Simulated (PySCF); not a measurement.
Run record: geometry optimisation, `C#[C][GeH2][NH][SiH3]`.

Method: PBE0-D3(BJ)/def2-SVP geometry optimisation, gas phase (PySCF 2.14.0). Start geometry: GFN2-xTB. A driver script takes a list of jobs; this job's settings line and coordinates (Å) are shown.

Command:
```bash
OMP_NUM_THREADS=1 python probes_run.py task.json out
```

Input:
```
{"job": {"xc": "PBE0", "basis": "def2-SVP", "d3": "d3bj", "grid": 1, "shake": 0.01, "kind": "geom"}, "charge": 0, "multiplicity": 1}
C      2.693440     0.087060     1.310370
C      1.940290    -0.184130     0.391070
Ge     0.688160    -0.653340    -0.987070
N     -0.964320    -0.642470    -0.359860
Si    -1.867600     0.762780     0.137080
H      3.322800     0.374680     2.088940
H      0.802860     0.360310    -2.076940
H      1.022750    -2.039710    -1.458730
H     -1.274400    -1.489220     0.130610
H     -1.246150     1.447220     1.302720
H     -1.886560     1.666810    -0.996880
H     -3.191580     0.281750     0.509660
```

Q: Give the output.

A: 
```
step   0  E = -2500.62092240  max force = 0.034271
step   1  E = -2500.62561277  max force = 0.017362
step   2  E = -2500.62668352  max force = 0.006731
step   3  E = -2500.62697989  max force = 0.004422
step   4  E = -2500.62719300  max force = 0.004769
step   5  E = -2500.62736329  max force = 0.003139
step   6  E = -2500.62745672  max force = 0.000899
step   7  E = -2500.62748192  max force = 0.000627
step   8  E = -2500.62749352  max force = 0.000504
step   9  E = -2500.62750169  max force = 0.000431
optimisation converged
```

Energies in Eh; «max force» is the largest Cartesian gradient component in Eh/bohr.

Q: Give the first gradient maximum in eV/Å.

A: With 1 Eh/bohr = 51.422 eV/Å, 1.762 eV/Å.

Q: How much energy does the optimisation release, in kcal/mol?

A: E(step 0) − E(last step) = 0.006579 Eh, which is 4.1 kcal/mol.

Main results: final energy -2500.62750 Eh after 9 steps; dipole 0.98 D.

The run took 67 s on an Arm Neoverse V2 with one thread, no GPU, shared host with 192 logical CPUs at a one-minute load of 56, and the process peaked at 0.53 GiB of memory.
Labels such as C1 count atoms from 1, the log's own numbers from 0.
